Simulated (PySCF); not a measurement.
Correlation energy of N⁺ (nitrogen, charge +1)

[He] 2s2 2p2, high-spin 3P determinant. All numbers are calculated (PySCF 2.14, the spin-free X2C one-electron Hamiltonian (Gaussian nucleus), in dyall-av3z (15s9p3d2f, 71 functions)). Frozen: 1s2; 4 electrons correlated; the 14 highest virtual orbitals of each spin left out.

MP2 pair energies summed by pair of shells (mhartree):

| pair | energy | share (%) |
| --- | --- | --- |
| 2s-2p | -45.67 | 61.1 |
| 2s-2s | -21.53 | 28.8 |
| 2p-2p | -7.52 | 10.1 |

Total MP2 correlation energy: -74.72 mhartree.

Same-spin part -13.42 and opposite-spin part -61.31 mhartree; SCS-MP2 scales them by 1/3 and 6/5 to -78.04 mhartree.
